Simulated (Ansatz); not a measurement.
Born–Oppenheimer molecular dynamics of BFH5NO2 (10 atoms, charge 0, multiplicity 1). It starts at the highest image of a converged band, a first-order saddle point between two minima.

The calculation used RKS revPBE-D4/def2-SVP in Ansatz 0.2.0.

```
ensemble                      : NVE (velocity Verlet)
time step                     : 0.5 fs
steps asked                   : 200
starting velocities drawn for : 100 K
seed                          : 8100
```

First frame:

```xyz
10
Properties=species:S:1:pos:R:3
B -0.073 0.376 -0.122
F -0.202 -0.363 1.487
O 1.195 0.179 -0.641
H 1.262 -0.680 -1.088
N -1.314 0.101 -0.832
H -2.100 -0.252 -0.282
H -1.247 -0.420 -1.708
O -0.087 1.692 0.715
H -0.952 2.114 0.550
H -0.187 0.844 1.538
```

Task: How far do the bonds stretch over the last three quarters of this one trajectory? (Pairs bonded in most of those frames.)

Result: 
```tsv
bond	mean (Å)	spread (Å)	shortest	longest
B1–F2	1.379	0.062	1.27	1.55
B1–O3	1.392	0.035	1.34	1.45
B1–N5	1.450	0.046	1.38	1.53
O3–H4	0.971	0.015	0.94	1.00
N5–H6	1.023	0.009	1.00	1.04
N5–H7	1.022	0.009	1.01	1.04
O8–H9	0.980	0.010	0.96	1.00
O8–H10	0.978	0.012	0.96	1.00
```

Pairs bonded in part of these frames only: B1–O8 15 %.

Mean temperature of the second half: 649 K. The conserved energy stayed within 0.084 meV per atom of its start (net change 0.033 meV per atom), so the integration is sound. The kinetic energy rose, since the run started high on the potential surface and went downhill. It ends in pieces (BFH3NO + H2O), so much of that is their flight and rotation, not heat. A run of 0.1 ps of so small a system gives no equilibrium averages. The orbitals stay closed-shell, which can raise the energy where a bond breaks towards radicals; this wasn't checked here.

Time of the run: 4.5 min on 2 threads of Arm Neoverse V2, on a shared host, peak memory 0.12 GiB.
